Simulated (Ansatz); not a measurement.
```yaml
crystal:
  periodic: [false, false, false]
  atoms:
    - {symbol: S, position_ang: [-0.711934, 1.247709, -0.713741]}
    - {symbol: Ga, position_ang: [-0.744167, -0.930189, -0.218216]}
    - {symbol: Br, position_ang: [1.044630, -1.779821, 0.994811]}
    - {symbol: H, position_ang: [0.466972, 1.402101, -0.083054]}
basis:
  gaussian: {orbitals: 6-31G}
magnetization: {spin_polarized: true, initial_magnetization: 1}
hamiltonian: {xc: {name: HF}}
correlation: {active_space: {window: {electrons: 6, orbitals: 2}}}
accuracy: high
output: {forces: true}
```

```sh
$ ansatz run in.yaml --threads 4 --pin off --events-out ev --progress --plain --max-ram 10444MiB
```

(1) How does Ansatz answer? (An estimate is asked.)

## Answers

(1) Computed: The input was rejected before any iteration.
```
Error: invalid value for `correlation.active_space`: it starts from restricted Hartree–Fock orbitals; set hamiltonian.xc: hf without magnetization.spin_polarized
```
